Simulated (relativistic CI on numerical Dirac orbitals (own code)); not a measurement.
Inner-shell lines of Dy LXII

Method of calculation: Dirac-Coulomb-Breit CI, KLI orbitals optimised for each configuration, model QED (radiative potential, 1s self-energy scaled to tabulated hydrogen-like ionisation energies), unscaled Slater integrals (own radial code, finite nucleus).

Configuration list: 1s²2s²2p, 1s2s²2p², 1s2s²2p3p, 1s²2s2p², 1s2s2p³, 1s2s2p²3p. Levels of other configurations are missing.

The table holds the strongest lines. The upper levels have an inner-shell vacancy. Auger decay, open to those above the ionisation limit, is not computed, and radiative decays to configurations outside the model are missing too. Absolute energies can be off by a few tenths of a per cent, so close lines can change order. LS names give the leading component, which can be well under half, for lower levels too. Brackets number the levels in order of energy.

| λ (Å) | Upper | Lower | A (s⁻¹) | gA (s⁻¹) |
| --- | --- | --- | --- | --- |
| 0.270761 | 1s2s2p³ ⁴P°5/2 [16] | 1s²2s2p² ²D5/2 [5] | 4.54e+15 | 2.73e+16 |
| 0.27059 | 1s2s2p³ ²D°5/2 [26] | 1s²2s2p² ²P3/2 [10] | 3.47e+15 | 2.08e+16 |
| 0.270535 | 1s2s2p³ ⁴P°5/2 [16] | 1s²2s2p² ⁴P3/2 [4] | 5.65e+15 | 3.39e+16 |
| 0.270522 | 1s2s2p³ ⁴D°7/2 [24] | 1s²2s2p² ⁴P5/2 [8] | 7.10e+15 | 5.68e+16 |
| 0.270454 | 1s2s2p³ ⁴P°3/2 [28] | 1s²2s2p² ²S1/2 [9] | 7.13e+15 | 2.85e+16 |
| 0.270434 | 1s2s²2p² ⁴P3/2 [12] | 1s²2s²2p ²P°3/2 [3] | 4.47e+15 | 1.79e+16 |
| 0.270408 | 1s2s²2p² ⁴P1/2 [11] | 1s²2s²2p ²P°1/2 [1] | 1.10e+16 | 2.20e+16 |
| 0.27039 | 1s2s²2p² ²D5/2 [13] | 1s²2s²2p ²P°3/2 [3] | 7.37e+15 | 4.42e+16 |
| 0.270322 | 1s2s2p³ ²P°3/2 [17] | 1s²2s2p² ²D5/2 [5] | 4.81e+15 | 1.93e+16 |
| 0.270299 | 1s2s2p³ ²D°3/2 [30] | 1s²2s2p² ²P3/2 [10] | 6.62e+15 | 2.65e+16 |
| 0.270225 | 1s2s2p³ ⁴S°3/2 [25] | 1s²2s2p² ⁴P5/2 [8] | 5.41e+15 | 2.16e+16 |
| 0.270037 | 1s2s2p³ ²D°5/2 [32] | 1s²2s2p² ²P3/2 [10] | 3.94e+15 | 2.37e+16 |
| 0.269756 | 1s2s2p³ ²P°3/2 [19] | 1s²2s2p² ²D5/2 [5] | 4.59e+15 | 1.84e+16 |
| 0.265583 | 1s2s2p³ ⁴D°7/2 [24] | 1s²2s2p² ²D5/2 [5] | 4.03e+15 | 3.22e+16 |
| 0.265535 | 1s2s2p³ ⁶S°5/2 [23] | 1s²2s2p² ⁴P3/2 [4] | 3.59e+15 | 2.16e+16 |
| 0.265444 | 1s2s2p³ ²P°3/2 [17] | 1s²2s2p² ⁴P1/2 [2] | 1.16e+16 | 4.64e+16 |
| 0.265221 | 1s2s2p³ ²S°1/2 [29] | 1s²2s2p² ²P1/2 [6] | 1.22e+16 | 2.43e+16 |
| 0.265199 | 1s2s2p³ ²P°3/2 [35] | 1s²2s2p² ²S1/2 [9] | 6.01e+15 | 2.40e+16 |
| 0.265189 | 1s2s2p³ ²D°3/2 [30] | 1s²2s2p² ²D3/2 [7] | 1.40e+16 | 5.59e+16 |
| 0.265182 | 1s2s2p³ ²P°1/2 [18] | 1s²2s2p² ⁴P1/2 [2] | 1.34e+16 | 2.68e+16 |
| 0.265173 | 1s2s²2p² ²P1/2 [14] | 1s²2s²2p ²P°1/2 [1] | 1.47e+16 | 2.93e+16 |
| 0.265141 | 1s2s²2p² ⁴P5/2 [20] | 1s²2s²2p ²P°3/2 [3] | 3.79e+15 | 2.28e+16 |
| 0.265101 | 1s2s2p³ ²D°5/2 [26] | 1s²2s2p² ²D5/2 [5] | 1.46e+16 | 8.75e+16 |
| 0.265079 | 1s2s2p³ ⁴S°3/2 [25] | 1s²2s2p² ⁴P3/2 [4] | 1.70e+16 | 6.80e+16 |
| 0.265052 | 1s2s2p³ ⁴P°5/2 [34] | 1s²2s2p² ⁴P5/2 [8] | 1.07e+16 | 6.40e+16 |
| 0.265012 | 1s2s²2p² ²D3/2 [15] | 1s²2s²2p ²P°1/2 [1] | 1.31e+16 | 5.25e+16 |
| 0.264977 | 1s2s2p³ ⁴P°3/2 [28] | 1s²2s2p² ²D5/2 [5] | 8.26e+15 | 3.30e+16 |
| 0.264947 | 1s2s2p³ ²D°3/2 [31] | 1s²2s2p² ²P1/2 [6] | 6.01e+15 | 2.40e+16 |
| 0.264938 | 1s2s2p³ ²D°5/2 [32] | 1s²2s2p² ²D3/2 [7] | 4.68e+15 | 2.81e+16 |
| 0.264929 | 1s2s2p³ ²P°1/2 [36] | 1s²2s2p² ²P3/2 [10] | 1.90e+16 | 3.80e+16 |
| 0.264842 | 1s2s²2p² ²P3/2 [21] | 1s²2s²2p ²P°3/2 [3] | 2.13e+16 | 8.53e+16 |
| 0.264836 | 1s2s2p³ ⁴P°1/2 [27] | 1s²2s2p² ⁴P3/2 [4] | 9.74e+15 | 1.95e+16 |
| 0.264698 | 1s2s²2p² ²S1/2 [22] | 1s²2s²2p ²P°3/2 [3] | 1.08e+16 | 2.17e+16 |
| 0.264676 | 1s2s2p³ ²P°3/2 [37] | 1s²2s2p² ²P3/2 [10] | 1.02e+16 | 4.06e+16 |
| 0.264661 | 1s2s2p³ ²P°3/2 [35] | 1s²2s2p² ⁴P5/2 [8] | 1.54e+16 | 6.17e+16 |
